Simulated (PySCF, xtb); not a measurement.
Zn(SH) (HSZn), SMILES [SH][Zn+], charge +1.

GFN2-xTB run with xtb at its own geometry gives an orbital gap of 0.93 eV.

Geometry optimised at PBE0-D3(BJ)/def2-TZVP. The spin state was assumed, not searched. The isomer is the one that the SMILES or the coordinates give; other isomers of the formula were not compared.

**Question.** What does r2SCAN/def2-TZVPD run with PySCF give? (An estimate is asked for; the answer gives what the named calculation found.)

**Answer.** gap 1.50 eV (levels -12.37 and -10.87 eV).
